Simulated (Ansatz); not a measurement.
The molecule RuS, multiplicity 5 (lowest of 2S+1 = 1, 3, 5, 7 at CCSD(T)/def2-TZVPP on PBE0 minima; our sources give no spin for the ground state, which may be another). No spin–orbit coupling. The T1 diagnostic near the minimum is 0.047, so single-reference values are doubtful.

The constants come from a fifth-degree fit in 1/R (seven points, main isotopes). In def2 and cc sets the state is the lowest found near the PBE0 minimum, followed along R.

The values were computed with Ansatz (Gaussian basis) for Hartree–Fock, density functionals and correlated methods. Each number belongs to the level named beside it. In def2 rows elements past Kr take small-core potentials, without spin–orbit coupling.

Problem. What bond length and harmonic frequency does SVWN5/def2-TZVPP give?

Solution. r_e = 2.050 Å, ω_e = 534 cm⁻¹.

Problem. What bond length and harmonic frequency does PBE0/def2-TZVPP give?

Solution. r_e = 2.067 Å, ω_e = 524 cm⁻¹.

Problem. What bond length and harmonic frequency does BHLYP/def2-TZVPP give?

Solution. r_e = 2.082 Å, ω_e = 516 cm⁻¹.

Ansatz is a first-principles code.
